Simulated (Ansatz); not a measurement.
CH3BrClFSi (`F[SiH2]C(Cl)Br`). Total charge 0; spin multiplicity 1. The geometry is a stationary point of PBE0-D4/def2-TZVP. It is one conformer, not always the lowest.

```xyz
8

F     1.375   -1.083    1.252
Si    0.858   -0.419   -0.104
C    -0.872    0.267    0.173
Cl   -0.899    1.485    1.446
Br   -1.366    0.997   -1.567
H     1.748    0.702   -0.466
H     0.787   -1.473   -1.138
H    -1.632   -0.475    0.405
```

Question: What is the dipole moment at ωB97M-V/def2-TZVPP? (Best estimate.)

Answer: Ansatz gave: 1.08 D, with components (-0.28, -0.74, -0.73) D in this frame, pointing from negative to positive charge.

Question: And with PBE, r2SCAN, B3LYP? (Estimate.)

Answer: Ansatz gave: PBE 0.99 D, r2SCAN 1.05 D, B3LYP 1.08 D.

Question: Give the Mulliken charges with ωB97M-V, PBE, B3LYP in def2-TZVPP. (An estimate is asked.)

Answer: Computed: 
```csv
atom,ωB97M-V,PBE,B3LYP
F1,-0.31,-0.27,-0.32
Si2,0.46,0.46,0.55
C3,-0.19,-0.07,-0.09
Cl4,-0.06,-0.08,-0.09
Br5,-0.06,-0.08,-0.09
H6,-0.01,-0.05,-0.06
H7,-0.02,-0.06,-0.07
H8,0.18,0.16,0.16
```

B3LYP here is the variant with VWN-RPA as its local correlation; programs differ in this.
